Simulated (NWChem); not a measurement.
Species: C₂H₃F₂, doublet; SMILES C[C](F)F

Program: NWChem. Spin-unrestricted. In the optimisation the excess spin sits in a' (Cs, its own frame). All runs use the structure optimised with PBE0/def2-SVP, spin-unrestricted. No stability test was run on the SCF state. Level: B3LYP/def2-SVP with SMD (1 M gas to 1 M solution), gas-phase geometry. Reactions with the solvent are ignored.

| solvent | dielectric constant | solvation free energy (kcal/mol) | cavity-dispersion-structure term (kcal/mol) | dipole in solution (D) |
|---|---|---|---|---|
| water | 78.4 | 1.4 | 3.9 | 2.18 |
| tetrahydrofuran | 7.43 | -1.1 | 1.0 | 2.12 |
| ethanol | 24.9 | -1.3 | 1.1 | 2.16 |
| 1-octanol | 9.86 | -0.9 | 1.3 | 2.14 |
| 1,4-dioxane | 2.21 | … | 1.4 | … |

Question: Some entries are withheld; supply them.

Answer: 
- 1,4-dioxane, solvation free energy (kcal/mol): 0.1
- 1,4-dioxane, dipole in solution (D): 1.99
